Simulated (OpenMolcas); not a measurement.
# Sr: effect of the active space

```
Program             : OpenMolcas
Method              : MS-CASPT2, IPEA 0.25 Eh, imaginary shift 0.1 Eh
Basis               : ANO-RCC-VQZP
Scalar Hamiltonian  : DKH2, point nucleus
Spin-orbit coupling : RASSI with atomic mean-field integrals over the reference wave functions, term energies averaged over their components
```

A. 2 electrons in 8 orbitals (5s 5p 6s 6p); 2S+1 = 3 even, 3 roots; 2S+1 = 1 even, 7 roots; 2S+1 = 3 odd, 3 roots; 2S+1 = 1 odd, 3 roots; closed shells correlated: 4s 4p; CASPT2 step about 6 core-seconds
B. 2 electrons in 9 orbitals (4d 5s 5p); 2S+1 = 3 even, 18 roots (15 in the spin-orbit step); 2S+1 = 1 even, 12 roots; 2S+1 = 3 odd, 18 roots; 2S+1 = 1 odd, 15 roots; closed shells correlated: 4s 4p; CASPT2 step of the order of 40 core-seconds

Energies in cm-1 above 5s2 1S0, the measured ground level; measured values from NIST Handbook of Basic Atomic Spectroscopic Data.

| Level | A | B | Measured |
| --- | --- | --- | --- |
| 5s2 1S0 | 0.0 | 0.0 | 0.0 |
| 5s 5p 3P* 0 | 14150 | 14030 | 14318 |
| 5s 5p 3P* 1 | 14280 | 14120 | 14504 |
| 5s 5p 3P* 2 | 14550 | 14310 | 14899 |
| 5s 5p 1P* 1 | 23830 | 21320 | 21698 |

Deviations, from unrounded energies. A percentage is the sum of absolute deviations over the sum of measured energies, with the sign that they share, or ± where signs differ.

```json
{"Against measurement": "mean absolute deviation (cm-1)", "Levels": "4", "A": "720", "B": "410"}
{"Against measurement": "other configurations (%)", "Levels": "4", "A": "±4.4", "B": "-2.5"}
```

B lies closest to measurement on these levels. The largest miss of B in the table is 5s 5p 3P* 2, by -590 cm-1. The ranking rests on the paired levels alone, and a cruder setting can come out closer through cancelling errors.

Between A and B the level of the table that moves most is 5s 5p 1P* 1, by 2500 cm-1 (lowest in B, highest in A). Moves below CASPT2's spread within the term are not significant.

Over all roots computed the reference weight is 0.88 to 0.94 in A; the roots of lowest weight are the least certain, and an intruder state may touch them. The run also gave levels led by 5s 6s, which use shells meant for correlation; these and all levels above them are left out (holds for A). Some high roots are left out of the spin-orbit mixing, which shifts the levels that they would mix with (holds for B). Measured partners are found by configuration, term and J. A level has none where our copy of the source lacks it or the pairing is in doubt (some pairs that miss far off the trend of their configuration count as doubtful), and it then counts in no deviation. Levels of configurations outside the active space are missing. Levels that lie high or do not pair safely by name in every column are left out.

* marks odd parity.
